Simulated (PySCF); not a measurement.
**Energy of Re²⁺ (rhenium, charge +2) between two integer charges**

The 5d alpha orbital of [Xe] 4f14 5d5 is emptied in steps (occupation f), with all orbitals relaxed, ending at [Xe] 4f14 5d4. Calculation: PySCF 2.14, in def2-TZVPPD with the def2 core potential (60 electrons); scalar relativity through the core potential. The exact energy is a straight line in f; departures are measured from the line between the end points of the same method.

Task: Among BHandHLYP, wB97X, r2SCAN0, which shows the largest delocalisation error (convex curve), and which is closest to linear?

Result: Most convex: r2SCAN0 (-0.946 eV at f = 0.5); closest to linear: wB97X (-0.375 eV).

```tsv
f	BHandHLYP (eV)	wB97X (eV)	r2SCAN0 (eV)
1	0.000	0.000	0.000
0.9	-0.220	-0.134	-0.341
0.7	-0.516	-0.314	-0.796
0.5	-0.616	-0.375	-0.946
0.3	-0.519	-0.315	-0.794
0.1	-0.223	-0.135	-0.340
0	0.000	0.000	0.000
```

```tsv
method	E(f=0) − E(f=1) (eV)	−ε at f=1 (eV)	−ε at f=0.5 (eV)
BHandHLYP	27.873	25.430	27.864
wB97X	27.749	26.264	27.746
r2SCAN0	28.255	24.458	28.260
```

Reference removal energy between the ground levels: 27 ± 1.6 eV (theoretical estimate listed by NIST; NIST Atomic Spectra Database, ionization energies). The calculation has no spin-orbit coupling. The determinant left behind need not be the lowest term of the ion.
